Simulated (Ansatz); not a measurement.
Isolated molecules relaxed with PBE0-D4/def2-TZVP in Ansatz; ΔE leaves out vibrations. CCSD(T)/CBS is the MP2 limit (def2-TZVPP, def2-QZVPP) plus CCSD(T) − MP2 in def2-TZVPP, frozen cores. This one scheme is used for every species. Functionals use def2-TZVPP. Each species was taken in one conformer, which may not be the lowest.

Reaction (ligand exchange at the Si–N bond): `[SiH3]NCS` + `N[SiH3]` → `[SiH3]N[SiH3]` + `NCS`

`[SiH3]NCS`:

Cartesian coordinates in Å:
```
Si 0.020 -1.347 1.038
N -0.082 0.345 0.706
C -0.363 0.881 -0.584
S 1.163 0.945 -1.623
H 1.249 -2.026 0.539
H -0.029 -1.503 2.514
H -1.153 -1.989 0.390
H 0.439 0.976 1.297
H -1.096 0.250 -1.089
H -0.766 1.892 -0.510
H 0.619 1.577 -2.677
```

`N[SiH3]`:

```xyz
7

N    -0.332    0.719   -0.715
Si    0.209   -0.358    0.513
H    -1.286    0.669   -1.036
H     0.285    0.961   -1.472
H    -0.777   -0.318    1.623
H     0.363   -1.788    0.107
H     1.538    0.114    0.980
```

`[SiH3]N[SiH3]`:

```xyz
10

Si   -0.329    0.587    1.409
N     0.033    0.568   -0.278
Si    0.324   -0.785   -1.310
H    -0.112   -0.787    1.924
H    -1.735    0.992    1.687
H     0.555    1.543    2.131
H     0.018    1.468   -0.737
H     0.455   -1.983   -0.444
H     1.571   -0.593   -2.099
H    -0.781   -1.010   -2.283
```

`NCS`:

```xyz
8

N     0.496   -0.946    0.395
C     0.299    0.361   -0.189
S    -1.046    0.390   -1.400
H     1.302   -0.940    1.010
H    -0.310   -1.223    0.941
H     1.192    0.627   -0.760
H     0.114    1.175    0.523
H    -2.047    0.556   -0.520
```

```tsv
species	B2PLYP energy (Eh)
`[SiH3]NCS`	-784.48660
`N[SiH3]`	-347.13338
`[SiH3]N[SiH3]`	-637.73404
`NCS`	-493.88733
```

Q: Work out ΔE.

A: ΔE = (-637.73404) + (-493.88733) − (-784.48660) − (-347.13338) = -0.00139 Eh = -0.04 eV. CCSD(T)/CBS gives -0.06 eV.

Largest T1 diagnostic among the species: 0.011.
